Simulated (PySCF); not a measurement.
**Worked example: dipole moment from atomic charges**

F3H2NTi, SMILES [Ti]([NH2])([F])([F])[F], multiplicity 1. Atoms are numbered in the order given.

```xyz
7

Ti     0.0461     0.0235     0.0000
F      0.4732     0.8686    -1.4764
F      0.4732     0.8686     1.4764
F      0.8677    -1.5366     0.0000
N     -1.7993    -0.2328     0.0000
H     -2.3727    -0.3466    -0.8436
H     -2.3727    -0.3466     0.8436
```
Charge 0, spin multiplicity 1.

Coordinates come from a PBE-D3(BJ)/def2-SVP optimisation. The spin state was assumed, not searched. The structure was generated by enumeration; whether it is a known compound was not checked. The values are those of a single conformer.

Charges (e) from PBE/def2-TZVP in PySCF:

```
atom  Mulliken     IAO
----  --------  ------
Ti1      1.424   1.485
F2      -0.395  -0.416
F3      -0.395  -0.416
F4      -0.402  -0.429
N5      -0.735  -0.779
H6       0.252   0.278
H7       0.252   0.278
```

The dipole moment of the full density is 2.81 D.

**Question.** What dipole moment does each set of point charges give, and which comes closer to that of the density?

**Answer.** 
μ = Σ q r, and 1 e Å = 4.8032 D.
Mulliken: Σ q r = (-0.530, -0.039, 0.000) e Å, |μ| = 2.55 D.
IAO: Σ q r = (-0.615, -0.040, 0.000) e Å, |μ| = 2.96 D.
IAO comes closer in size. Point charges leave out the atoms' own dipoles (lone pairs, polarised bonds); fits to the potential absorb them, partitions of the density don't.
